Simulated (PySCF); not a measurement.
Run record: geometry optimisation, `F[C@H]1C[P@@H](=[Se])C1`.

Method: PBE0-D3(BJ)/def2-SVP geometry optimisation, gas phase (PySCF 2.14.0). Start geometry: GFN2-xTB. A driver script takes a list of jobs; this job's settings line and coordinates (Å) are shown.

Input:
```
{"job": {"xc": "PBE0", "basis": "def2-SVP", "d3": "d3bj", "grid": 1, "maxiter": 30, "shake": 0.01, "kind": "geom"}, "charge": 0, "multiplicity": 1}
F      1.240210     1.732120     0.756830
C      0.594190     0.532090     0.758770
C     -0.917620     0.617380     0.419170
P     -0.698590    -0.868550    -0.677590
Se    -1.617070    -1.052580    -2.546330
C      1.035020    -0.363560    -0.402490
H      0.806280     0.096480     1.744260
H     -1.571890     0.597100     1.263250
H     -1.104870     1.509740    -0.159700
H     -0.890870    -1.933950     0.235630
H      1.775340    -1.130780    -0.164760
H      1.389550     0.236240    -1.236070
```

Q: What does the run print?

A: 
```
step   0  E = -2959.47326805  max force = 0.027752
step   1  E = -2959.47626430  max force = 0.004548
step   2  E = -2959.47642611  max force = 0.001132
step   3  E = -2959.47647311  max force = 0.000619
step   4  E = -2959.47650842  max force = 0.000881
step   5  E = -2959.47653256  max force = 0.000705
step   6  E = -2959.47654882  max force = 0.000352
step   7  E = -2959.47655583  max force = 0.000300
optimisation converged
```

Energies in Eh; «max force» is the largest Cartesian gradient component in Eh/bohr.

Q: How much energy does the optimisation release, in eV?

A: E(step 0) − E(last step) = 0.003288 Eh, which is 0.089 eV.

Q: Give the first gradient maximum in eV/Å.

A: With 1 Eh/bohr = 51.422 eV/Å, 1.427 eV/Å.

In short: final energy -2959.47656 Eh after 7 steps; dipole 3.44 D.

Q: Give the final coordinates.

A: 0.098 Å rms from the input after alignment:
```
atom  x, y, z in Å
F1     1.3978    1.5698    0.8543
C2     0.6796    0.4080    0.8417
C3    -0.8252    0.6020    0.6147
P4    -0.8294   -0.9348   -0.4180
Se5   -1.9420   -1.2204   -2.1500
C6     0.9677   -0.4940   -0.3647
H7     0.8743   -0.1207    1.7903
H8    -1.4897    0.6774    1.4851
H9    -0.9948    1.4516   -0.0654
H10   -0.9253   -1.9652    0.5599
H11    1.7228   -1.2846   -0.2701
H12    1.1766    0.1243   -1.2519
```

The run took 69 s of wall time on Arm Neoverse V2, one thread, shared host, and the process peaked at 0.61 GiB of memory.
Labels such as C1 count atoms from 1, the log's own numbers from 0.
